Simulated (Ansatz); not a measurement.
Born–Oppenheimer molecular dynamics of ClH₅OSiZn (9 atoms, charge 0, multiplicity 1). It starts at the highest image of a converged band, a first-order saddle point between two minima.

The calculation used RKS B3LYP-D4/def2-SVP (Ansatz 0.2.0).

| Item | Value |
| --- | --- |
| ensemble | NVE (velocity Verlet) |
| time step | 0.5 fs |
| steps asked | 200 |
| starting velocities drawn for | 300 K |
| seed | 3747 |

First frame:

```xyz
9
Properties=species:S:1:pos:R:3
Zn -0.332 -0.221 0.065
Cl 0.572 -0.130 2.304
O 0.587 -0.084 -1.465
H 0.021 -0.152 -2.246
Si -2.691 -0.528 1.002
H -3.107 -1.802 0.346
H -3.079 -0.593 2.442
H -3.412 0.619 0.375
H -0.933 -0.318 1.736
```

How far do the bonds stretch over the last three quarters of this one trajectory? (Pairs bonded in most of those frames.)


| bond | mean (Å) | spread (Å) | shortest | longest |
| --- | --- | --- | --- | --- |
| Zn1–O3 | 1.816 | 0.031 | 1.76 | 1.86 |
| Zn1–Si5 | 2.338 | 0.054 | 2.28 | 2.46 |
| Cl2–H9 | 1.318 | 0.083 | 1.19 | 1.45 |
| O3–H4 | 0.968 | 0.020 | 0.94 | 1.00 |
| Si5–H6 | 1.502 | 0.035 | 1.45 | 1.55 |
| Si5–H7 | 1.508 | 0.034 | 1.46 | 1.57 |
| Si5–H8 | 1.503 | 0.038 | 1.44 | 1.56 |

Mean temperature of the second half: 771 K. The conserved energy stayed within 0.35 meV per atom of its start (net change -0.095 meV per atom), so the integration is sound. The kinetic energy rose, since the run started high on the potential surface and went downhill. It ends in pieces (ClH + H4OSiZn), so much of that is their flight and rotation, not heat. A run of 0.1 ps of so small a system gives no equilibrium averages. The orbitals stay closed-shell, which can raise the energy where a bond breaks towards radicals; this wasn't checked here.

The run took 4.3 min on 2 threads of AMD EPYC 9R45 96-Core Processor (Zen 5) (shared host), peak memory 0.27 GiB.
